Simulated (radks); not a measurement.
Values are calculated unless marked as measured or tabulated.
Task: The mean radii <r> (bohr) of the occupied orbitals of an atom or ion are listed with their occupations. Level of theory: non-relativistic Kohn-Sham, PBE, spin-unpolarised, spherical densities, point nucleus (a radial shooting solver on a logarithmic mesh with Libxc functionals).

| orbital | occ. | <r> |
|---|---|---|
| 1s | 2 | 0.05290 |
| 2s | 2 | 0.2387 |
| 2p | 6 | 0.2078 |
| 3s | 2 | 0.7201 |
| 3p | 6 | 0.7494 |
| 3d | 9 | 0.9178 |

Name the element and its charge.

Result: Z = 29, copper, charge +2: Cu2+ in [Ar] 3d9. The 1s radius gives Z: for a bare nucleus <r> = 1.5/Z, 0.05172 bohr for Z = 29, and screening makes it slightly larger (0.05290 here). The occupations add up to 27, and the charge is Z minus that.
